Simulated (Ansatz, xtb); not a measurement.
## Relative energy of two isomers of C7H6Cl2

Structure a is `ClC1=C[C@@H]2C[C@H]1C=C2Cl`, a singlet and structure b is `C=C1C=CC(Cl)=C1CCl`, a singlet. Both are isolated molecules in the gas phase, relaxed with PBE0-D3(BJ)/def2-SVP; the shapes shown needn't be the lowest conformers.

a (Å):

```xyz
15

C     0.8444    0.1639   -1.5232
C    -0.2363    0.9506   -1.5367
C    -1.3648    0.1000   -0.9407
C    -0.5579   -0.6791    0.1239
C     0.4504   -1.1947   -0.9292
C    -0.5280   -1.8488   -1.9127
C    -1.6103   -1.0642   -1.9093
Cl    2.4078    0.4757   -2.1432
Cl   -3.0238   -1.1799   -2.8655
H    -0.3391    1.9509   -1.9536
H    -2.2655    0.6389   -0.6233
H    -1.1317   -1.4875    0.6000
H    -0.1012   -0.0240    0.8801
H     1.2887   -1.8152   -0.5907
H    -0.3266   -2.7200   -2.5335
```

b (Å):

```xyz
15

C    -0.5717    0.5171   -1.3862
C    -0.5784   -0.1670   -0.2289
C    -1.5468   -1.1999    0.1643
C    -1.1924   -1.6740    1.3802
C     0.0115   -0.9568    1.8070
C     0.3935   -0.0459    0.8704
C     1.5335    0.8901    0.9398
Cl    0.7833   -1.2582    3.3066
Cl    2.8078    0.5305   -0.2921
H     0.2161    1.2388   -1.6161
H    -1.3443    0.3498   -2.1411
H    -2.3901   -1.5182   -0.4479
H    -1.6815   -2.4493    1.9685
H     1.2266    1.9285    0.7531
H     2.0163    0.8314    1.9232
```

Quicker runs give these differences E(b) − E(a): GFN2-xTB +6.8 kcal/mol; HF/STO-3G +10.4 kcal/mol (at GFN2-xTB geometries); r2SCAN-D4/def2-SVP −13.9 kcal/mol (at GFN2-xTB geometries).

Task: Which of the two would you expect CCSD(T)/def2-SVP + ΔMP2/def2-TZVPP electronic energies to favour?

Result: Structure b; the calculation gives E(b) − E(a) = −11.0 kcal/mol.

The same difference at several levels:

```json
{"level": "GFN2-xTB", "geometry": "GFN2-xTB", "E(b) − E(a) (kcal/mol)": "+6.8", "departure from the last row (kcal/mol)": "+17.9", "job, with rough time for the two": "optimisation, 0.13 s"}
{"level": "HF/STO-3G", "geometry": "GFN2-xTB", "E(b) − E(a) (kcal/mol)": "+10.4", "departure from the last row (kcal/mol)": "+21.5", "job, with rough time for the two": "single point, 0.52 s"}
{"level": "r2SCAN-D4/def2-SVP", "geometry": "GFN2-xTB", "E(b) − E(a) (kcal/mol)": "−13.9", "departure from the last row (kcal/mol)": "−2.9", "job, with rough time for the two": "single point, 4.1 s"}
{"level": "PBE0-D3(BJ)/def2-SVP", "geometry": "PBE0-D3(BJ)/def2-SVP", "E(b) − E(a) (kcal/mol)": "−9.9", "departure from the last row (kcal/mol)": "+1.2", "job, with rough time for the two": "optimisation, 49 s"}
{"level": "HF/def2-SVP", "geometry": "PBE0-D3(BJ)/def2-SVP", "E(b) − E(a) (kcal/mol)": "−19.2", "departure from the last row (kcal/mol)": "−8.1", "job, with rough time for the two": "part of the CCSD(T) run"}
{"level": "MP2/def2-SVP", "geometry": "PBE0-D3(BJ)/def2-SVP", "E(b) − E(a) (kcal/mol)": "−6.9", "departure from the last row (kcal/mol)": "+4.2", "job, with rough time for the two": "part of the CCSD(T) run"}
{"level": "CCSD(T)/def2-SVP", "geometry": "PBE0-D3(BJ)/def2-SVP", "E(b) − E(a) (kcal/mol)": "−9.4", "departure from the last row (kcal/mol)": "+1.6", "job, with rough time for the two": "single point"}
{"level": "CCSD(T)/def2-SVP + ΔMP2/def2-TZVPP", "geometry": "PBE0-D3(BJ)/def2-SVP", "E(b) − E(a) (kcal/mol)": "−11.0", "departure from the last row (kcal/mol)": "", "job, with rough time for the two": "single point, 2.2 min"}
```

As drawn, b has 1 C=C in place of 2 C–C. Structure a has 2 5-membered rings, b a 5-membered ring.

GFN2-xTB, HF/STO-3G put the two in the other order. The largest departure from CCSD(T)/def2-SVP + ΔMP2/def2-TZVPP is that of HF/STO-3G, 21.5 kcal/mol. The last row adds to CCSD(T) the change of the MP2 difference between the two basis sets, here −1.6 kcal/mol.

With thermal terms from frequencies at re-optimised GFN2-xTB minima (ideal gas, soft modes damped towards free rotors, one conformer each, 298.15 K, 1 atm): on the last row, ΔE + ΔZPE = −13.2, ΔH = −12.3, ΔG = −14.9 kcal/mol.

The correlated steps freeze 17 core orbitals. Mirror images aren't counted in ΔG. Codes used: Ansatz 0.2.0, xtb 6.7.1; the last row on 4 threads of Arm Neoverse V2 on a shared host.
